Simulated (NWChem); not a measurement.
BeF2; SMILES [F][Be][F]

```xyz
3

Be     0.0000     0.0000     0.0000
F      0.0000     0.0000     1.3783
F      0.0000     0.0000    -1.3783
```
Atoms are numbered in this order, from 1.

Geometry: optimised at PBE0-D3(BJ)/def2-TZVP.

**Question.** List the 6 lowest vertical singlet excitations from B3LYP/aug-cc-pVDZ, full TDDFT (NWChem).

**Answer.** 
```json
[
 {"state": "S1", "energy (eV)": "9.19", "oscillator strength": "0.000", "leading excitation (squared amplitude)": "HOMO−1 → LUMO (0.83)"},
 {"state": "S2", "energy (eV)": "9.19", "oscillator strength": "0.000", "leading excitation (squared amplitude)": "HOMO → LUMO (0.83)"},
 {"state": "S3", "energy (eV)": "9.93", "oscillator strength": "0.111", "leading excitation (squared amplitude)": "HOMO−3 → LUMO (0.50)"},
 {"state": "S4", "energy (eV)": "9.93", "oscillator strength": "0.111", "leading excitation (squared amplitude)": "HOMO−2 → LUMO (0.50)"},
 {"state": "S5", "energy (eV)": "10.63", "oscillator strength": "0.000", "leading excitation (squared amplitude)": "HOMO−1 → LUMO+2 (0.23)"},
 {"state": "S6", "energy (eV)": "10.68", "oscillator strength": "0.000", "leading excitation (squared amplitude)": "HOMO−1 → LUMO+1 (0.22)"}
]
```
